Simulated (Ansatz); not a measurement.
System: H₃Ge, doublet: umbrella (inversion) coordinate, bond length relaxed. Scanned: angle between the Ge-H bonds and the threefold axis (90 = planar). Other coordinates (Ge-H bond length) were minimised at B3LYP/def2-TZVP.

UKS-PBE/cc-pVDZ = unrestricted PBE/cc-pVDZ in Ansatz (a quantum-chemistry and plane-wave program); UKS-B3LYP/cc-pVDZ = unrestricted B3LYP/cc-pVDZ (Ansatz); FCI/cc-pVDZ = full CI/cc-pVDZ, cores with 3d frozen run with Ansatz.

Energies relative to the lowest point of each profile, in eV; the last columns give the error against full CI:

```csv
a / °,UKS-PBE/cc-pVDZ,UKS-B3LYP/cc-pVDZ,FCI/cc-pVDZ,UKS-PBE/cc-pVDZ − FCI/cc-pVDZ,UKS-B3LYP/cc-pVDZ − FCI/cc-pVDZ
93.28,0.190,0.222,0.226,-0.036,-0.005
96.52,0.148,0.173,0.173,-0.024,0.000
99.48,0.098,0.114,0.111,-0.013,0.003
102.30,0.051,0.059,0.055,-0.005,0.004
104.59,0.020,0.024,0.021,-0.001,0.003
108.01,0.000,0.000,0.000,0.000,0.000
111.13,0.017,0.017,0.022,-0.004,-0.004
113.52,0.059,0.061,0.069,-0.010,-0.008
116.46,0.147,0.154,0.168,-0.021,-0.014
119.71,0.296,0.313,0.333,-0.037,-0.020
122.83,0.495,0.525,0.551,-0.056,-0.026
125.91,0.748,0.794,0.825,-0.078,-0.031
128.73,1.031,1.096,1.131,-0.100,-0.035
132,1.425,1.517,1.552,-0.127,-0.035
```

UKS-PBE/cc-pVDZ is furthest from FCI/cc-pVDZ at 132 (-0.127 eV, below); its mean absolute error over the points is 0.037 eV.

UKS-B3LYP/cc-pVDZ is furthest from FCI/cc-pVDZ at 132 (-0.035 eV, below); its mean absolute error over the points is 0.013 eV.

The scan ran from 90.0 to 132.0; beyond the range shown the relaxed coordinates jump or full CI changes its symmetry label.
